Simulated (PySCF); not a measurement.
PySCF input:

```python
from pyscf import gto, scf, dft

mol = gto.M(
    atom='''
    P    -0.06749770   -0.08696972   -0.56484595
    O     0.05549852    0.13697337    0.97144688
    H     1.31307843    0.16633008   -0.82689104
    H    -0.74460107    0.04242879    1.52800534
    ''',
    basis='def2-tzvpd',
    charge=1,
    spin=0,
    verbose=4,
)

mf = dft.RKS(mol, xc='tpss').density_fit(auxbasis='def2-universal-jkfit')
mf.grids.level = 3
mf.conv_tol = 1e-9
mf.max_cycle = 100
mf.max_memory = 1500
mf.kernel()
if not mf.converged:
    mf = mf.newton()
    mf.kernel(mf.make_rdm1())
mf.analyze()
```

Q: What final total energy does it print?

A: -417.52213 Eh (TPSS/def2-TZVPD).

It need not be the lowest isomer of its formula.
